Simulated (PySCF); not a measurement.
## Technetium: a sound run and one with changed settings

Sound run: Tc [Kr] 4d5 5s2, Tc+ [Kr] 4d5 5s1. Calculation: PySCF 2.14, in x2c-SVPall; scalar relativity by spin-free X2C-1e. The sound run starts from symmetry-adapted Hartree-Fock orbitals and uses a fine grid where one is needed.

A second run was set up differently.

```tsv
species	method	sound run (hartree)	changed run (hartree)	converged
Tc	UHF	-4282.64799	-4282.62248	no
Tc	B3LYP	-4284.92989	-4284.93195	no
Tc	M06-2X	-4285.19026	-4285.17455	no
Tc+	UHF	-4282.44337	-4282.44337	no
Tc+	B3LYP	-4284.66061	-4284.66061	no
Tc+	M06-2X	-4284.90252	-4284.90252	yes
```

Q: What was changed?
A. a valence shell is frozen
B. too few SCF iterations
C. minimal basis
D. basis contracted for another Hamiltonian

A: B. It used initial guess 1e, at most 8 SCF cycles. The SCF was stopped early; the energies are upper bounds that still move, and correlated levels were skipped or rest on poor orbitals.
